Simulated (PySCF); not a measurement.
Mean harmonic wavenumber (cm⁻¹) of eight molecules of H, C, N, O, S and their like: PBE-D3(BJ) beside PBE0-D3(BJ), computed with PySCF for isolated molecules in the bases named; differences from unrounded values. The eight are the first of their class met in an unordered collection, after screening for sound electronic states; none was chosen by its value. Each level has its own optimised geometry.

```json
[
 {"molecule": "phosphine (H₃P), SMILES P", "basis": "def2-TZVPD", "PBE0-D3(BJ)": "1752"},
 {"molecule": "2-hydroxyethyl prop-2-enoate (C5H8O3), SMILES C=CC(=O)OCCO", "basis": "def2-SVP", "PBE0-D3(BJ)": "1358"},
 {"molecule": "oxetan-3-ylmethanol (C4H8O2), SMILES OCC1COC1", "basis": "def2-SVP", "PBE0-D3(BJ)": "1479"},
 {"molecule": "C₅H₉N, SMILES C=CC1(N)CC1", "basis": "def2-SVP", "PBE0-D3(BJ)": "1484"},
 {"molecule": "C5H7N, SMILES C(/CC#C)=N\\C", "basis": "def2-SVP", "PBE0-D3(BJ)": "1415"},
 {"molecule": "Se(iPr)(SH) (C₃H₈SSe), SMILES CC(C)[Se]S", "basis": "def2-SVP", "PBE0-D3(BJ)": "1382"},
 {"molecule": "C5H6Se, SMILES [C@@H]1([C@H](C1)C#C)[SeH]", "basis": "def2-SVP", "PBE0-D3(BJ)": "1304"},
 {"molecule": "C4H9N, SMILES C/C=N/CC", "basis": "def2-SVP", "PBE0-D3(BJ)": "1525"}
]
```

### Question
Estimate the PBE-D3(BJ) values and say how PBE-D3(BJ) differs from PBE0-D3(BJ) over the set. (The exact figures need the calculation; the answer reports its results.)

### Answer

```
molecule                                                    PBE-D3(BJ)  difference
----------------------------------------------------------  ----------  ----------
phosphine (H₃P), SMILES P                                         1693         -59
2-hydroxyethyl prop-2-enoate (C5H8O3), SMILES C=CC(=O)OCCO        1307         -51
oxetan-3-ylmethanol (C4H8O2), SMILES OCC1COC1                     1423         -56
C₅H₉N, SMILES C=CC1(N)CC1                                         1433         -51
C5H7N, SMILES C(/CC#C)=N\C                                        1363         -52
Se(iPr)(SH) (C₃H₈SSe), SMILES CC(C)[Se]S                          1335         -47
C5H6Se, SMILES [C@@H]1([C@H](C1)C#C)[SeH]                         1253         -51
C4H9N, SMILES C/C=N/CC                                            1473         -52
```
PBE-D3(BJ) lies below PBE0-D3(BJ) in 8 and above it in 0 of the eight; the mean signed difference is -52 and the largest -59 cm⁻¹.
